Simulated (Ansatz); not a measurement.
Input and output for (Br2In-mu-Cl)2 (In₂Br₄Cl₂).

```yaml
crystal:
  periodic: [false, false, false]
  atoms:
    - {symbol: In, position_ang: [-0.628260, -0.961270, -1.436241]}
    - {symbol: Br, position_ang: [-3.066004, -1.233733, -1.599234]}
    - {symbol: Br, position_ang: [1.072778, -1.833045, -2.982249]}
    - {symbol: Cl, position_ang: [-0.107277, 1.480350, -0.944151]}
    - {symbol: In, position_ang: [0.627080, 0.961553, 1.436452]}
    - {symbol: Br, position_ang: [-1.058638, 1.845704, 2.992134]}
    - {symbol: Br, position_ang: [3.067525, 1.218506, 1.584463]}
    - {symbol: Cl, position_ang: [0.092796, -1.478075, 0.948826]}
basis:
  gaussian: {orbitals: def2-mTZVP, final_grid: {core_spheres: 20, valence_spheres: 16, degree: 47}}
hamiltonian: {xc: {name: r2SCAN50}}
scf: {omitted_lower_state_checks: [starts]}
```

```sh
$ ansatz run in.yaml --threads 2 --pin off --events-out ev --progress --plain --max-ram 32768MiB --backend cpu
```

It prints (some lines left out):

```
Functional definition: r2SCAN50
2516 factors; integrals over basis functions are off by at most 3.2e-4 eV
mean field evaluation 1: about -315583.4956 eV, gradient 2.6e1 eV
mean field evaluation 2: about -315583.7373 eV, gradient 2.8e1 eV
mean field evaluation 4: about -315585.4085 eV, gradient 6.5e-1 eV
mean field evaluation 8: about -315585.5258 eV, gradient 9.0e-2 eV
mean field evaluation 16: about -315585.5258 eV, gradient 4.2e-5 eV
mean field -315585.52580458 eV, -11597.5541617660 hartree, gradient 4.2e-5 eV, S^2 0.000000; 0 other end points of the search recorded, 0 dependent functions left out
reference -315585.52581429 eV, -11597.5541621229 hartree; 108, 108 occupied and 152, 152 virtual orbitals, 2516 factors
Total energy: -315585.52581429 eV, -11597.5541621229 hartree
Checks for a lower state left out: starts
```

Run time 35 s (2 threads of AMD EPYC 7R13 on a shared host), peak host memory 1.5 GiB.

In the def2 sets In takes a core potential; there is no spin–orbit coupling.
